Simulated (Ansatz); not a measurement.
Born–Oppenheimer molecular dynamics of FH5N2OZr (10 atoms, charge 0, multiplicity 1). It starts from a relaxed structure.

These are results of RKS B3LYP/def2-SVP in Ansatz, not measurements.

```json
{
 "ensemble": "NVT, Nosé–Hoover chain",
 "time step": "1 fs",
 "steps asked": "150",
 "set temperature": "400 K",
 "thermostat": "time constant 50 fs, chain length 5",
 "seed": "438755"
}
```

First frame:

```xyz
10
Properties=species:S:1:pos:R:3
Zr -0.137 -0.007 -0.070
O -0.307 0.002 1.863
H -0.034 -0.113 2.776
N 1.825 -0.024 -0.669
H 2.432 -0.844 -0.656
H 2.373 0.766 -1.008
N -0.942 1.739 -0.765
H -1.227 1.915 -1.730
H -1.249 2.529 -0.197
F -0.947 -1.584 -0.848
```

What does the run give?

All steps were run.

| Property | Result |
| --- | --- |
| steps done | 150 |
| time covered | 150 fs |
| mean temperature over the second half | 348 K |
| spread of the potential energy over the second half | 9.0 meV per atom |
| mean potential energy of the second half above the start | 33.4 meV per atom |

The conserved energy stayed within 1.6 meV per atom of its start (net change 0.58 meV per atom), so the integration is sound. The mean temperature of the second half is 13 % below the set value. A run of 0.15 ps of so small a system gives no equilibrium averages.

What happens to the structure?

The same pairs are bonded in the first frame and the last. Pairs count as bonded within 1.25 times the sum of covalent radii (0.12 Å more for H–H). This is one draw of velocities; another would differ in detail.

How do temperature and energy run in time?


```
time (fs)  T (K)  potential energy less start (eV)  conserved less start (meV/atom)
        0    400                             0.000                             0.00
        5    322                             0.084                             0.27
       10    282                             0.128                             0.36
       15    197                             0.220                             0.52
       20    193                             0.229                             0.52
       25    179                             0.252                             0.63
       30    156                             0.286                             0.89
       35    149                             0.306                             0.95
       40    143                             0.323                             0.84
       45    191                             0.286                             0.58
       50    189                             0.307                             0.55
       55    237                             0.279                             0.58
       60    254                             0.284                             0.51
       65    331                             0.225                             0.29
       70    359                             0.219                             0.22
       75    414                             0.182                             0.33
       80    393                             0.226                             0.69
       85    378                             0.254                             0.68
       90    365                             0.279                             0.77
       95    351                             0.303                             0.91
      100    398                             0.266                             1.05
      105    330                             0.348                             1.43
      110    376                             0.305                             1.16
      115    313                             0.378                             1.21
      120    267                             0.431                             1.02
      125    203                             0.504                             1.09
      130    268                             0.444                             1.01
      135    341                             0.377                             0.61
      140    400                             0.329                             0.40
      145    381                             0.366                             0.37
      150    370                             0.395                             0.58
```

Time of the run: 9.2 min on 2 threads of Arm Neoverse V1 (shared host), peak memory 0.26 GiB.
